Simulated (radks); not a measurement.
Results of a calculation; reference values are marked as such.
The sulfur anion S2-, [Ar], held by a Watson sphere: a shell of charge +2.69 at radius R that stands for the Madelung well of a crystal (potential energy -2.69/R inside, -2.69/r outside, in hartree with lengths in bohr). Code: a radial shooting solver on a logarithmic mesh with Libxc functionals. Model: non-relativistic Kohn-Sham, PBE, spin-unpolarised, spherical densities, point nucleus. Response by self-consistent Sternheimer equations with the Hartree and adiabatic LDA kernel. The sphere does not respond.

R (bohr)  e(2p) (eV)  e(3s) (eV)  e(3p) (eV)  <r> 3p (bohr)  sum of <r^2> (bohr^2)  X-ray form factor at sin(theta)/lambda = 0.2 1/angstrom  alpha (bohr^3)
1.86         -160.03     -26.254     -15.889          1.932                  34.73                                                   11.776           15.55
1.97         -159.75     -25.658     -15.476          1.967                  35.84                                                   11.684           16.67
2.73         -158.41     -22.012     -12.606          2.182                  43.31                                                   11.245           27.22
3.44         -157.11     -19.455     -10.285          2.344                  49.56                                                   11.079           42.23
3.7          -156.62     -18.695      -9.554          2.395                  51.70                                                   11.053           49.25
4.41         -155.39     -16.992      -7.857          2.518                  57.27                                                   11.029           73.62
4.43         -155.35     -16.951      -7.815          2.522                  57.42                                                   11.029           74.43
4.47         -155.29     -16.869      -7.732          2.528                  57.72                                                   11.028           76.09
